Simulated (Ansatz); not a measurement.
C2H5FGeO can be A, `O[C]1(F)[CH2][GeH2]1`, or B, `[CH3][Ge@H]1[O][C@@H]1F`.

Computed with Ansatz on PBE0-D4/def2-TZVP structures; ΔE is electronic, products minus reactants. CCSD(T)/CBS is the MP2 limit (def2-TZVPP, def2-QZVPP) plus CCSD(T) − MP2 in def2-TZVPP, frozen cores. Functionals use def2-TZVPP. B3LYP here is the variant with VWN-RPA as its local correlation; programs differ in this. For Ge outer-core shells are correlated without core-valence functions, which leaves a few kJ/mol of doubt a bond. Scalar relativity is left out up to krypton. One conformer a species, not always the lowest.

Problem. Which is lower in electronic energy at CCSD(T)/CBS, and by how much? (Estimate.)

Solution. The calculation gave: B, by 71.1 kJ/mol.

Problem. Give E(B) − E(A) in kJ/mol with HF/def2-TZVPP, PBE0-D4, MP2/def2-TZVPP, r2SCAN-D4, B2PLYP, CCSD(T)/def2-TZVPP, B3LYP. (An estimate is asked.)

Solution. The calculation gave: HF/def2-TZVPP -70.6, PBE0-D4 -67.0, MP2/def2-TZVPP -76.1, r2SCAN-D4 -75.5, B2PLYP -78.8, CCSD(T)/def2-TZVPP -73.7, B3LYP -77.5. None reverses the order clearly.

Largest T1 diagnostic: 0.014.

From PBE to PBE0 (25 % exact exchange), in def2-TZVPP and without D4, E(B) − E(A) moves by +7.0 kJ/mol. In def2-TZVPP, CCSD(T) changes the Hartree–Fock value by −3.2 kJ/mol (the triples alone add −2.4 kJ/mol) and MP2 by −5.6 kJ/mol.
